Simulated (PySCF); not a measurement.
Structure problem from calculated spectra and properties.

Formula: C7H9FO.

* Dipole: 5.04 D [PBE0/def2-SVPD]
* Triplet: lowest triplet excitation (Tamm–Dancoff): 3.22 eV [TDA PBE0/def2-SVPD]
* Rotational structure: rotational constants A, B, C: 2.905, 1.265, 0.916 GHz [GFN2-xTB]
* NMR, other nuclei: isotropic shieldings of nuclei other than C and H, by class: -325 (1 O), 301 (1 F) ppm [GIAO PBE0/pcSseg-1]
* 13C NMR: chemical shifts (computed TMS as zero) by class: 194.8 (1 C), 164.8 (1 C), 133.0 (1 C), 51.5 (1 C), 36.3 (1 C), 35.7 (1 C), 24.1 (1 C) ppm [GIAO PBE0/pcSseg-1]
* Polarisability: 83.8 au [PBE0/def2-SVPD]

Gas-phase values; electronic properties from PySCF, density fitting. Levels stand in brackets. Isolated species at its GFN2-xTB geometry (one conformer only). Each NMR value is the plain mean over a class of atoms that symmetry, rotation or inversion makes alike.

Problem. Give a SMILES that accounts for the data.

Solution. Numbering: `[CH3:1][C@H:2]1[CH2:3][CH:4]=[C:5]([F:6])[C:7](=[O:8])[CH2:9]1`. Its formula, C7H9FO, gives 3 degrees of unsaturation: 1 ring and 2 π bonds in the structure found. 7 carbons fall into 7 classes; from least to most shielded: ketone carbonyl carbon [C7] (194.8 ppm), vinylic C–F carbon [C5] (164.8 ppm), alkene CH carbon [C4] (133.0 ppm), sp3 carbon next to a carbonyl [C9] (51.5 ppm), allylic carbon [C3] (36.3 ppm), sp3 CH carbon [C2] (35.7 ppm), methyl carbon [C1] (24.1 ppm). The other shieldings belong to: -325 ppm, ketone oxygen [O8]; 301 ppm, vinyl fluorine [F6]. The optimised geometry has point group C1 and is an asymmetric top. Structure: `FC1C(=O)C[C@@H](C)CC=1`. Computed isomers that give other values at the same levels: `C#C[C@@H]1CC[C@@]1(F)OC` (13C chemical shifts (computed TMS as zero) by class: 117.3 (1 C), 86.3 (1 C), 81.4 (1 C), 51.8 (1 C), 36.9 (1 C), 36.6 (1 C), 20.3 (1 C) ppm); `O=C1C[C@@H]2C[C@H](F)[C@H]1C2` (13C chemical shifts (computed TMS as zero) by class: 214.2 (1 C), 95.4 (1 C), 59.2 (1 C), 47.1 (1 C), 40.6 (1 C), 38.0 (1 C), 37.2 (1 C) ppm); `O=C1C[C@@H]2C[C@@H](F)[C@H]1C2` (13C chemical shifts (computed TMS as zero) by class: 217.9 (1 C), 94.8 (1 C), 62.3 (1 C), 47.2 (1 C), 42.9 (1 C), 37.5 (1 C), 36.3 (1 C) ppm). The assignments are read from this structure; whether some other isomer fits the data as well wasn't checked. The mirror image fits equally.
